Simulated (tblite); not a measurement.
Isomers of C6H11N3. All values are computed: GFN2-xTB (tblite) harmonic vibrations without scaling, gas phase. This tight-binding method is rough: wavenumbers can miss measured ones by several per cent, in bad cases by 10 to 20. One conformer each.

Electronic energies: GFN2-xTB at the same geometries; isomer energies are rough at this level and their order can be wrong.

```
            SMILES  electronic energy, lowest = 0 (kJ/mol)
CC[C@@H](C)n1ccnn1                                    76.6
 CC[C@H](C)n1cnnc1                                    28.4
CC(C)(C)c1cn[nH]n1                                    77.4
   CC(C)(C)n1ccnn1                                    68.4
CC[C@@H](C)n1nccn1                                    55.3
     CCc1nnc(C)n1C                                     0.0
     CC(C)Cn1cnnc1                                    31.2
```

Problem. How do GFN2-xTB zero-point energies change the relative energies?

Solution. 
```
            SMILES  ZPE (kJ/mol)  of it from modes above 1550 cm⁻¹  electronic (kJ/mol)  with ZPE, lowest = 0 (kJ/mol)  lowest mode (cm⁻¹)  rings
     CCc1nnc(C)n1C         440.9                             217.0                  0.0                            0.0                  60      1
 CC[C@H](C)n1cnnc1         444.2                             200.5                 28.4                           31.7                  39      1
     CC(C)Cn1cnnc1         444.4                             200.1                 31.2                           34.6                  45      1
CC[C@@H](C)n1nccn1         444.5                             200.9                 55.3                           58.8                  37      1
   CC(C)(C)n1ccnn1         442.2                             202.1                 68.4                           69.6                  25      1
CC[C@@H](C)n1ccnn1         443.7                             200.8                 76.6                           79.3                  42      1
CC(C)(C)c1cn[nH]n1         443.6                             203.1                 77.4                           80.1                  25      1
```

The zero-point energies span 3.6 kJ/mol, from `CCc1nnc(C)n1C` to `CC[C@@H](C)n1nccn1`. The order is unchanged.

Problem. What do entropy and thermal enthalpy add at 298.15 K and 1 bar (rigid rotor, harmonic oscillator, one conformer each)?

Solution. 
```
            SMILES  point group  symmetry number  S (J/(mol K))  H − H(0) (kJ/mol)  ZPE + H − H(0) − TS (kJ/mol)
     CCc1nnc(C)n1C           C1                1          407.1              28.59                         348.1
 CC[C@H](C)n1cnnc1           C1                1          397.0              26.70                         352.5
     CC(C)Cn1cnnc1           C1                1          395.9              26.49                         352.8
CC[C@@H](C)n1nccn1           C1                1          397.9              26.74                         352.6
   CC(C)(C)n1ccnn1           Cs                1          392.5              26.67                         351.8
CC[C@@H](C)n1ccnn1           C1                1          397.2              26.78                         352.0
CC(C)(C)c1cn[nH]n1           Cs                1          394.2              26.88                         352.9
```
